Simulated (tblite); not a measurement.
C8H9F.
Atom-mapped SMILES: `[CH3:1][C:2]1=[CH:3][C@@H:4]2[CH2:5]/[C:6](=[CH:7]\[F:8])[C@H:9]12` (hydrogens: H10, H11, H12 on C1; H13 on C3; H14 on C4; H15, H16 on C5; H17 on C7; H18 on C9)

Structure used (GFN2-xTB), in Å, numbered top down from 1:
```xyz
18
C8H9F angstrom
C     -2.235    0.151    0.956
C     -1.221   -0.163   -0.080
C     -0.892   -1.226   -0.819
C      0.289   -0.559   -1.466
C      1.595   -0.707   -0.645
C      1.183    0.486    0.168
C      1.702    1.141    1.186
F      2.869    0.771    1.758
C     -0.088    0.687   -0.617
H     -2.052    1.137    1.377
H     -2.207   -0.585    1.759
H     -3.236    0.136    0.526
H     -1.266   -2.230   -0.895
H      0.373   -0.548   -2.547
H      2.502   -0.535   -1.223
H      1.698   -1.642   -0.095
H      1.282    2.018    1.656
H     -0.303    1.675   -1.010
```

Level: GFN2-xTB in tblite, geometry and Hessian alike; calculated harmonic values, unscaled, isolated species. Against measured fundamentals such values can be off by several per cent, at times by over 20. The optimisation stopped once no atom felt more than 0.01 eV/Å.

Lowest wavenumbers of the output (negative numbers stand for imaginary wavenumbers):
```
mode    cm-1
  1    -113.2
  2      76.3
  3     125.9
  4     177.4
  5     254.4
  6     335.7
  7     374.2
  8     404.3
```

Task: Is this structure a minimum?

Result: No. 1 mode is imaginary beyond 20i (113i cm⁻¹), so at this level the point lies at or near a first-order saddle.

Task: Which atoms move in the imaginary mode?

Result: 113i: H12 (methyl hydrogen) 34 %, H11 (methyl hydrogen) 33 %, H10 (methyl hydrogen) 31 %. These are shares of the mass-weighted motion.

Task: What is the remedy?

Result: Step along that mode in both directions, optimise again with tighter thresholds and repeat the frequencies. The zero-point energy of this point (90.0 kcal/mol) counts the 47 real modes alone, and thermal corrections from it aren't those of a minimum.

Time: 0.93 s of wall time. Hardware: one thread of an Arm Neoverse N1, on a shared host. This covers the Hessian and the dipole derivatives.
